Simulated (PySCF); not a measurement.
A run with a changed setting

The sound run of [DyCl4]− (singlet in the valence; each metal's 4f electrons, 9 of them, lie in its core potential, out of spins and levels) uses PySCF 2.14.0, RKS BP86, Dy lcecp-1-SVP with ECP55, Cl def2-SVP; non-relativistic Hamiltonian with scalar-relativistic core potentials where named; density fitting; no spin-orbit coupling, grid (50, 194), threshold 1e-8 and 55 cycles at the relaxed geometry. This run, with dm0 from free metal ions and neutral atoms, differs:

```python
mol = gto.M(atom='''
Dy    -0.00000    -0.00000    -0.00000
Cl     1.46671     1.46671     1.46671
Cl    -1.46671    -1.46671     1.46671
Cl     1.46671    -1.46671    -1.46671
Cl    -1.46671     1.46671    -1.46671''',
    basis={'Dy': 'lcecp-1-SVP', 'Cl': 'def2-SVP'},
    ecp={'Dy': 'lcecp-1-SVP'},
    charge=-1, spin=0)
mf = dft.RKS(mol, xc='B88,P86')
mf.grids.atom_grid = (50, 194)  # f atoms: unpruned, at least (60, 302)
mf = mf.density_fit()  # fitting sets: Dy AutoAux, Cl def2-universal-JKFIT
mf.conv_tol = 1e-08; mf.max_cycle = 3
mf.kernel(dm0)
```

Question: What was changed, and how did it end?

Answer: The cycle limit was cut. The SCF did not converge. These settings are unsound on purpose: the numbers aren't the compound's.
```
init E= -1909.64261286958
cycle= 1 E= -1877.29538121476  delta_E= 32.3  |g|= 1.98  |ddm|= 3.59
cycle= 2 E= -1876.91413591208  delta_E= 0.381  |g|= 1.92  |ddm|= 4.47
cycle= 3 E= -1877.93090821254  delta_E= -1.02  |g|= 0.452  |ddm|= 3.07
SCF not converged.
```

Run from Python with OMP_NUM_THREADS=2; the lines above give its settings.
It took 2.6 s on 2 threads of AMD EPYC 7571 (shared host).

An lcecp potential fixes the number of 4f electrons, so in runs with it no electron can move into or out of that shell.
